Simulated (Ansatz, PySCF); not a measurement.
Acid–base and redox partners of F[SiH3]. All species are isolated molecules in the gas phase. Strings in code marks are SMILES.

Quantity: vertical ionisation energy (energy after one electron is removed minus that of the parent at the parent's geometry), in eV.

Level 1: frozen-core MP2/cc-pVTZ // CAM-B3LYP-D3(BJ)/def2-TZVP (Ansatz, an electronic-structure program)
Level 2: B3LYP/6-31G* // CAM-B3LYP-D3(BJ)/def2-TZVP (PySCF)
Level 3: minus the HOMO energy of PBE-D3(BJ)/def2-TZVP // CAM-B3LYP-D3(BJ)/def2-TZVP (PySCF)
Level 4: HF/6-31G* // CAM-B3LYP-D3(BJ)/def2-TZVP (PySCF)

| species | level 2 | level 3 | level 4 |
|---|---|---|---|
| `F[SiH3]` | 12.39 | 8.31 | 12.39 |

### Question
What does level 1 give for each?

### Answer

- `F[SiH3]`: 12.88
